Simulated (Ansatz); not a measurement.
Cost and result up the ladder for the cluster GeTe₄ (5 atoms). Total charge 0; singlet. Geometry: PBE-D4/def2-SVP.

```xyz
5

Ge   -1.1801   -0.1139   -1.0128
Te    1.1842   -1.6951   -1.1488
Te    0.3186    2.2695   -0.5866
Te   -1.4437   -0.5688    1.7859
Te    1.1210    0.1083    0.9623
```

Ansatz on 4 threads of Arm Neoverse V1 on a shared host. Times are rough, and most runs start from the orbitals of an earlier one. ωB97X-V/def2-TZVP serves as the yardstick here, not as an exact answer. Differences are given only for rows in sets of like size (and for xTB, whose basis is part of the method), since another set adds its own error. Binding counts from free atoms at the same level (Ge triplet, Te triplet; other spins of the atoms weren't run), without zero-point energy or a counterpoise term.

In the def2 sets Te takes a core potential; there is no spin–orbit coupling. Correlated methods freeze 25 core orbitals; core or outer-core shells of Ge, Te are correlated, in sets that lack core-valence functions. The rows differ in basis, and correlated rows in double-zeta sets carry the largest basis error. Another isomer (singlet) lies 0.54 eV lower at PBE0-D4/def2-TZVP; other spin states weren't run for this one.

Correlated methods converge slowly with the basis, most of all in double-zeta sets.

| level | functions | wall time |
| --- | --- | --- |
| PBE-D4/def2-TZVP (with forces) | 248 | 5 s |
| PBE0-D4/def2-TZVP | 248 | 9.5 s |
| r2SCAN-D4/def2-TZVP | 248 | 9.5 s |
| BHLYP-D4/def2-TZVP | 248 | 14 s |
| ωB97X-V/def2-TZVP | 248 | 22 s |
| CCSD(T)/def2-SVP | 136 | 57 s |

Question: Estimate what each level gives for the binding energy per atom (eV).

Answer: 
```json
{"level": "PBE-D4/def2-TZVP (with forces)", "binding energy per atom (eV)": "2.39", "difference from ωB97X-V/def2-TZVP (eV)": "0.34"}
{"level": "PBE0-D4/def2-TZVP", "binding energy per atom (eV)": "2.19", "difference from ωB97X-V/def2-TZVP (eV)": "0.14"}
{"level": "r2SCAN-D4/def2-TZVP", "binding energy per atom (eV)": "2.15", "difference from ωB97X-V/def2-TZVP (eV)": "0.10"}
{"level": "BHLYP-D4/def2-TZVP", "binding energy per atom (eV)": "1.94", "difference from ωB97X-V/def2-TZVP (eV)": "-0.11"}
{"level": "ωB97X-V/def2-TZVP", "binding energy per atom (eV)": "2.05", "difference from ωB97X-V/def2-TZVP (eV)": "0.00"}
{"level": "CCSD(T)/def2-SVP", "binding energy per atom (eV)": "1.65", "difference from ωB97X-V/def2-TZVP (eV)": "–"}
```
